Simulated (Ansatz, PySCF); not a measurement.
Reaction (SMILES): C=C(C)C [2-methylprop-1-ene] + 2 C (CH4) -> C=C (C2H4) + 2 CC (C2H6) [ethane]
Each molecule is optimised on its own at B3LYP-D3(BJ)/def2-TZVP (Ansatz, an electronic-structure program). Frequencies are from Ansatz or PySCF.

Wanted: bond separation energy (enthalpy at 298 K, with B3LYP-D3(BJ) rigid-rotor harmonic-oscillator terms), in kcal/mol. Correlated levels leave the core frozen unless marked. Spin-orbit coupling is left out. Non-relativistic. Basis-set limits of correlation are two-point, X^-3; Hartree-Fock from the larger set. [CCSD(T)-MP2]/basis is that difference in the basis named.

From measured enthalpies of formation at 298 K: 12.3 kcal/mol (C=C(C)C -4.2, ATcT 1.112; C (CH4) -17.8, ATcT 1.112; C=C (C2H4) 12.6, ATcT 1.112; CC (C2H6) -20.0, ATcT 1.112). It holds spin-orbit effects, which the calculations lack, and core correlation, which the frozen-core levels lack.

```csv
level,program,bond separation energy (kcal/mol),error against measurement
r2SCAN-D3(BJ)/def2-TZVPD,Ansatz + dftd3,13.1,0.8
PBE0-D4/def2-TZVPD,Ansatz + dftd4,12.2,-0.1
HSE06-D3(BJ)/def2-TZVPD,Ansatz + dftd3,12.0,-0.3
LC-wPBE-D3(BJ)/def2-TZVPD,Ansatz + dftd3,12.0,-0.3
SCS-MP2/6-31G,Ansatz,11.5,-0.8
CCSD/6-31G,Ansatz,10.8,-1.5
"RI-MP2/CBS(cc-pVTZ,cc-pVQZ)+[CCSD(T)-MP2]/cc-pVTZ",Ansatz,11.6,-0.7
```
